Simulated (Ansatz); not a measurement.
Gas-phase electronic energies from Ansatz, PBE0-D4/def2-TZVP geometries. CBS: MP2 limit from def2 TZ/QZ plus the TZ coupled-cluster correction, frozen cores. Functionals use def2-TZVPP. HSE06 is defined as in plane-wave codes. def2 core potentials past Kr. For Hf, Se, Ti outer-core shells are correlated without core-valence functions, which leaves a few kJ/mol of doubt a bond. Scalar relativity is left out up to krypton. One conformer a species, not always the lowest.

Reaction (redistribution): `C#[C][Hf]([Cl])([Cl])[Cl]` + `[F][Ti]([F])([Cl])[SeH]` → `[Cl][Hf]([Cl])([Cl])[SeH]` + `C#[C][Ti]([F])([F])[Cl]`

`C#[C][Hf]([Cl])([Cl])[Cl]`:

Cartesian coordinates in Å:
```
C -0.270 -1.217 1.876
C -0.125 -0.561 0.864
Hf 0.133 0.600 -0.927
Cl 0.421 2.820 -0.310
Cl 2.009 -0.197 -2.038
Cl -1.770 0.347 -2.232
H -0.398 -1.793 2.766
```

`[F][Ti]([F])([Cl])[SeH]`:

Z-matrix (Å, degrees):
```
Ti
F 1 1.735
Cl 1 2.181 2 110.8
F 1 1.740 2 113.4 3 122.9
Se 1 2.402 2 105.2 3 -118.7
H 5 1.474 1 88.4 2 -163.5
```

`[Cl][Hf]([Cl])([Cl])[SeH]`:

```xyz
6

Cl   -0.574   -1.787    1.534
Hf   -0.060   -0.446   -0.292
Cl   -2.042    0.249   -1.284
Cl    1.319   -1.537   -1.799
Se    1.257    1.592    0.495
H     0.101    1.930    1.347
```

`C#[C][Ti]([F])([F])[Cl]`:

Cartesian coordinates in Å:
```
C -0.960 -1.836 0.393
C -0.409 -0.783 0.144
Ti 0.499 0.944 -0.295
F -0.564 1.883 -1.295
F 1.973 0.589 -1.141
Cl 0.906 1.964 1.581
H -1.445 -2.761 0.613
```

Q: Is it downhill or uphill in electronic energy at CCSD(T)/CBS, and by how much? (Best estimate.)

A: The calculation gave: Uphill: ΔE = +1.6 kcal/mol.

Q: What do these levels give: PBE-D4, r2SCAN-D4, PBE0-D4, HSE06-D4, PBE, r2SCAN, LC-ωPBE, MP2/def2-SVP, MP2/def2-TZVPP, CCSD/def2-TZVPP, CCSD(T)/def2-TZVPP, CCSD/CBS(def2)? (Best estimate.)

A: Computed: PBE-D4 2.6, r2SCAN-D4 2.7, PBE0-D4 1.7, HSE06-D4 1.8, PBE 2.7, r2SCAN 2.7, LC-ωPBE 1.2, MP2/def2-SVP 0.8, MP2/def2-TZVPP 2.6, CCSD/def2-TZVPP 0.7, CCSD(T)/def2-TZVPP 1.8, CCSD/CBS(def2) 0.4 kcal/mol.

Largest T1 diagnostic among the species: 0.024, so the coupled-cluster value is less sure than usual.

In def2-TZVPP, CCSD(T) changes the Hartree–Fock value by +2.2 kcal/mol (the triples alone add +1.1 kcal/mol) and MP2 by +3.0 kcal/mol. Leaving LDA and LC-ωPBE aside and taking each functional with its dispersion term where it has one, the values, not all of them listed here, spread over 2.0 kcal/mol, from BHLYP-D4 to B2PLYP. From r2SCAN to r2SCAN0 (25 % exact exchange), in def2-TZVPP and without D4, ΔE moves by −0.9 kcal/mol.
